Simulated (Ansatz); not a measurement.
Wavefunction ladder for C2H5FGeO (`[CH3][Ge@H]1[O][C@@H]1F`)

```
atom    x (Å)    y (Å)    z (Å)
  C1   1.1342   0.1795  -1.2605
 Ge2  -0.3964  -0.4496  -0.2547
  O3   0.0077  -0.5540   1.5657
  C4  -1.0015   0.3483   1.3848
  F5  -2.1926  -0.0298   1.9278
  H6   1.5041   1.1048  -0.8203
  H7   0.8565   0.3603  -2.2995
  H8   1.9234  -0.5733  -1.2299
  H9  -1.0399  -1.7654  -0.6956
 H10  -0.7955   1.3793   1.6821
```

Charge 0, multiplicity 1. Correlated methods include outer-core shells of Ge, which these sets cover unevenly. Scalar relativity is left out up to krypton. The structure was optimised at the PBE0-D4/def2-TZVP level. Frozen core, restricted reference, the Gaussian-basis code of Ansatz.

| basis | HF (Eh) | MP2 corr. | CCSD corr. | (T) | CCSD(T) total |
| --- | --- | --- | --- | --- | --- |
| def2-SVP | -2327.79717 | -0.87856 | ? | -0.02679 | ? |
| def2-TZVPP | ? | ? | -1.10150 | ? | ? |
| def2-QZVPP | -2328.42814 | -1.41256 | – | – | – |

(1) Fill in the withheld values. (Best estimate.)

Results:

(1) Ansatz gave: def2-SVP CCSD corr.: -0.90479; def2-SVP CCSD(T) total: -2328.72875; def2-TZVPP HF (Eh): -2328.37449; def2-TZVPP MP2 corr.: -1.08370; def2-TZVPP (T): -0.04406; def2-TZVPP CCSD(T) total: -2329.52005.
